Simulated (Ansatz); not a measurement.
Start from `O[SiH2][SiH2][SiH2]Cl` and change one atom or group to get `O[SiH2][SiH2][SeH]`.

Ansatz, PBE0-D4/def2-TZVP geometries, multiplicity 1. Each molecule was computed in one conformer, which needn't be the lowest.

Scalar relativity is left out up to krypton.

```csv
property,`O[SiH2][SiH2][SiH2]Cl`
HOMO–LUMO gap (PBE/def2-TZVPP) / eV,4.60
LUMO energy (ωB97M-V/def2-TZVPP) / eV,0.58
size of the dipole moment (PBE/def2-TZVPP) / D,1.58
size of the dipole moment (B3LYP/def2-TZVPP) / D,1.57
HOMO energy (B3LYP/def2-TZVPP) / eV,-7.54
HOMO energy (ωB97M-V/def2-TZVPP) / eV,-9.73
```

Task: Give the same properties after the change, and the shifts. (Estimate.)

Result: The calculation gave: 
| property | `O[SiH2][SiH2][SeH]` | shift |
| --- | --- | --- |
| HOMO–LUMO gap (PBE/def2-TZVPP) / eV | 4.40 | -0.20 |
| LUMO energy (ωB97M-V/def2-TZVPP) / eV | 0.85 | 0.27 |
| size of the dipole moment (PBE/def2-TZVPP) / D | 1.00 | -0.58 |
| size of the dipole moment (B3LYP/def2-TZVPP) / D | 1.09 | -0.48 |
| HOMO energy (B3LYP/def2-TZVPP) / eV | -6.96 | 0.58 |
| HOMO energy (ωB97M-V/def2-TZVPP) / eV | -9.25 | 0.48 |

With PBE0 the HOMO rises by 0.56 eV and the LUMO rises by 0.29 eV, so the gap narrows by about 0.27 eV. PBE moves the HOMO by 0.49 eV and ωB97M-V by 0.48 eV. Dipoles are sizes alone; their direction can turn.

B3LYP here is the variant with VWN-RPA as its local correlation; programs differ in this.

Spin–orbit coupling is left out; it splits and shifts lone-pair levels of the heavy atoms by tenths of an eV.
